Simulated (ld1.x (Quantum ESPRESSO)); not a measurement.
## What one change does to a pseudopotential (germanium (Ge), TM)

- Element: germanium (Ge)
- Generator: ld1.x (Quantum ESPRESSO) 7.5
- Type: norm-conserving Troullier–Martins (Kleinman–Bylander form)
- Functional: LDA (PZ)
- Relativity: scalar-relativistic
- Frozen core: [Ar] 3d10
- Valence charge: 4
- Reference configuration: 4s2 4p0.5 (charge +1.5)
- Partial waves: 4s (bound): rc 1.60 bohr; 4p (bound): rc 1.85 bohr; 4d channel at 0.1 Ry: rc 1.80 bohr
- Local potential: the d channel
- Core correction: Bessel-smoothed model core inside 1.00 bohr

Change: functional PBE.

Cutoffs: the cutoffs (Ry, on a coarse ladder) from which the occupation-weighted sum of valence levels, in a spherical-Bessel basis at the reference potential, stays within 10 and 1 mRy of its value at 400 Ry; they do not see the model core or the augmentation charge, which bear on the density cutoff. Errors are all-electron minus pseudo energies relative to the spin-unpolarised reference configuration.

How do hardness, ghosts and transferability respond?

The potential gets neither clearly harder nor softer (18 Ry and 45 Ry → 18 Ry and 45 Ry); both files keep a bound ghost (p, s); the number of tests with a reliable result goes from 9 to 7; of the 7 tests that both files solve, the error grows in 2 and shrinks in 0 by more than 15 % and 0.3 meV (median size 7.3 → 8.0 meV).

| quantity | base | changed |
| --- | --- | --- |
| cutoff, loose | 18 Ry | 18 Ry |
| cutoff, tight | 45 Ry | 45 Ry |
| bound ghosts | s, p | s, p |
| error for 4s2 4p2, meV [ΔE -14.41 → -14.09 eV] | -18 | -19 |
| error for 4s2 4p1, meV [ΔE -6.78 → -6.65 eV] | -3.0 | -3.2 |
| error for 4s2 4p0, meV [ΔE 8.94 → 8.79 eV] | -7.3 | -7.6 |
| error for 4s2 4p1.5, meV [ΔE -11.52 → -11.29 eV] | -11 | -11 |
| error for 4s1 4p2, meV [ΔE 2.00 → 2.07 eV] | -4.2 | -5.9 |
| error for 4s2 4p2.3, meV [ΔE -15.34 → -14.98 eV] | -22 | -22 |
| error for 4s1 4p3, meV [ΔE -6.37 → -6.12 eV] | -5.9 | -8.0 |
| s: phases at 2.00 bohr within 0.05 rad from the reference energy up to (Ry; the scan ends near 5) | 2.3 | 2.3 |
| p: phases at 2.00 bohr within 0.05 rad from the reference energy up to (Ry; the scan ends near 5) | 4.9 | 4.9 |
| d: phases at 2.00 bohr within 0.05 rad from the reference energy up to (Ry; the scan ends near 5) | 0.7 | 0.7 |

 A true bound ghost makes a file unfit for plane-wave use even where its test errors are small: the radial tests pick states by their node count and pass the ghost by.
